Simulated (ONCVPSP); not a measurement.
## Which change was made? (Cr, ONCV)

```json
{"Element": "Cr", "Generator": "ONCVPSP 4.0.1", "Type": "optimised norm-conserving Vanderbilt (ONCV)", "Functional": "Wu-Cohen", "Relativity": "scalar-relativistic", "Frozen core": "[Ne]", "Valence charge": "14", "Reference configuration": "3s2 3p6 3d5 (charge +1)", "Partial waves": "3s: rc 1.00 bohr, ncon 4, nbas 7, qcut 5.5 1/bohr, 2 projectors, debl 2.4 Ha; 3p: rc 1.00 bohr, ncon 4, nbas 8, qcut 8 1/bohr, 1 projector; 3d: rc 1.70 bohr, ncon 3, nbas 7, qcut 7.8 1/bohr, 2 projectors, debl 3.3 Ha", "Local potential": "polynomial inside 0.85 bohr (lpopt 5, dvloc0 6 Ha)", "Core correction": "Teter function fitted to the true core (icmod 2), fcfact 0.55"}
```

In the s channel the program set the typed energies aside and used -2.967, 0.250 Ha.

Cutoffs, loose and tight: the cutoffs (Ha) at which the residual kinetic energy of the hardest occupied pseudo-wave falls to 1 and 0.1 mHa per electron. They do not see the model core or the augmentation charge, which bear on the density cutoff. Test errors are all-electron minus pseudo excitation energies from the reference, over the configurations 3s2 3p6 3d5 4s1; 3s2 3p6 3d4; 3s2 3p6 3d3; 3s2 3p6 3d4 4s2; variants that change the core or the reference have their own tests.

The base gives: outcome: generated, projector energies reset by the program; cutoff, loose: 120 Ha; cutoff, tight: 145 Ha; bound ghosts: none; GHOST(+) flags above zero: none; largest test error (meV): +269.

(1) After one change the result is: outcome: generated, projector energies reset by the program; bound ghosts: none; GHOST(+) flags above zero: none; largest test error (meV): +56. Which change was it?
A. d: rc 1.88
B. d: rc 2.08
C. d: rc 1.24

Results:

(1) C. The others give: d: rc 1.88 → outcome: generated, projector energies reset by the program; cutoff, loose: 120 Ha; cutoff, tight: 145 Ha; bound ghosts: none; GHOST(+) flags above zero: none; largest test error (meV): +376 | d: rc 2.08 → outcome: generated, projector energies reset by the program; cutoff, loose: 120 Ha; cutoff, tight: 145 Ha; bound ghosts: none; GHOST(+) flags above zero: none; largest test error (meV): +498.
